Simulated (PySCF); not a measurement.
**Identify the compound**

The spectra below were simulated for a compound C$_{4}$H$_{6}$FNSi.

1H NMR (400 MHz, computed): δ 6.70 (m, 1H), 6.54 (m, 1H), 5.41 (m, 1H), 2.98 (d, 1H), 0.93 (br s, 2H).

13C{1H} NMR (computed): δ 155.8 (CH), 133.2 (CH), 92.8 (CH), 88.1 (C).

Theoretical values (PySCF 2.14.0 with density-fitted response routines): NMR shieldings at PBE0/pcSseg-1/GIAO, GFN2-xTB structure. Non-relativistic, a single conformation, one averaged value for each set of equivalent atoms, gas phase.

Chemical shifts δ = σref − σ; TMS for 1H, 13C, all at this level.

Problem. Propose a structure and justify it.

Solution. 
1. The formula gives 3 degrees of unsaturation (no ring in the answer).
2. 4 carbon signals for 4 carbons: no two carbons are equivalent.
3. Carbon types of the structure: 1 × C, 3 × CH, leaving 3 H on heteroatoms.
4. δC 155.8, 133.2: alkene CH; as expected for a trigonal carbon in a double bond.
5. δC 92.8: terminal alkyne carbon; the triple bond shields along its axis, which puts it between sp3 and sp2 carbons.
6. δC 88.1: alkyne carbon; sp carbons lie upfield of alkene carbons because the cylindrical π system leaves one tensor component strongly shielded.
7. δH 6.70, 6.54: hydrogen on an alkene CH; olefinic region.
8. δH 5.41: hydrogen on a silicon bonded to C, F, N.
9. δH 2.98: hydrogen on a terminal alkyne carbon; it lies on the axis of the triple bond, in its shielding cone.
10. δH 0.93: hydrogen on a nitrogen bonded to Si; labile proton, position sensitive to the medium.

The compound is SMILES C(#C)/C=C\[Si@@H](N)F.

The data come from this structure; uniqueness wasn't tested.

OH and NH positions are those of a molecule without intermolecular hydrogen bonds; in solution they move with solvent, concentration and temperature, and exchange usually removes their couplings. Splittings by 19F in the carbon and heteronuclear signals aren't shown, as no couplings were computed. Shifts are as computed. Against solution values, carbons near 30 ppm lie about +3 ppm off and those near 130 ppm about +5 ppm. Of 1309 compounds with measured shifts, 239 miss one by over three times the rms of a fit or turn the order of signals round; such compounds aren't used in these exercises. No couplings were computed; multiplicities are counted from neighbouring protons, with m where these are inequivalent, close in shift, in a saturated or five-membered ring or joined by F or P, and br s for small geminal =CH2 splittings.
